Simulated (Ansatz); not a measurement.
C$_{4}$H$_{10}$N$_{2}$Si, SMILES `C=C[Si](N)(N)C=C` at its PBE0-D4/def2-TZVP geometry, where that method's forces vanish. Charge 0, multiplicity 1.

```tsv
atom	x (Å)	y (Å)	z (Å)
C1	-0.985	0.893	2.132
C2	-0.901	-0.004	1.152
Si3	-0.023	0.295	-0.467
N4	0.945	1.697	-0.235
N5	-1.018	0.660	-1.821
C6	0.878	-1.269	-0.939
C7	1.076	-2.298	-0.118
H8	-0.513	1.868	2.046
H9	-1.532	0.702	3.051
H10	-1.413	-0.956	1.298
H11	1.345	2.137	-1.049
H12	1.572	1.754	0.551
H13	-1.397	-0.094	-2.371
H14	-1.663	1.433	-1.773
H15	1.304	-1.337	-1.941
H16	0.690	-2.299	0.898
H17	1.635	-3.182	-0.413
```

Problem. For each bond, give half the difference of the two atoms' forces along it (eV/Å; positive pushes the atoms apart) under PBE-D4, r2SCAN-D4, B3LYP-D4, ωB97M-V in def2-TZVPP. (Estimate.)

Solution. The calculation gave: 
| bond | length (Å) | PBE-D4 | r2SCAN-D4 | B3LYP-D4 | ωB97M-V |
| --- | --- | --- | --- | --- | --- |
| C1–C2 | 1.331 | 0.36 | 0.21 | 0.12 | 0.03 |
| C1–H8 | 1.087 | 0.04 | -0.05 | -0.08 | -0.05 |
| C1–H9 | 1.087 | 0.01 | -0.07 | -0.09 | -0.06 |
| C2–H10 | 1.090 | 0.06 | -0.02 | -0.09 | -0.06 |
| Si3–N4 | 1.719 | 0.11 | 0.03 | 0.07 | 0.04 |
| Si3–N5 | 1.719 | 0.08 | 0.02 | 0.06 | 0.04 |
| N4–H11 | 1.008 | 0.19 | 0.02 | -0.03 | -0.02 |
| N4–H12 | 1.007 | 0.19 | 0.02 | -0.02 | -0.02 |
| N5–H13 | 1.007 | 0.20 | 0.02 | -0.02 | -0.02 |
| N5–H14 | 1.008 | 0.19 | 0.02 | -0.02 | -0.02 |
| C6–C7 | 1.331 | 0.37 | 0.21 | 0.12 | 0.02 |
| C6–H15 | 1.091 | 0.06 | -0.02 | -0.08 | -0.07 |
| C7–H16 | 1.087 | 0.03 | -0.05 | -0.08 | -0.05 |
| C7–H17 | 1.087 | 0.01 | -0.07 | -0.09 | -0.06 |

B3LYP here is the variant with VWN-RPA as its local correlation; programs differ in this.

All numbers were calculated with Ansatz.
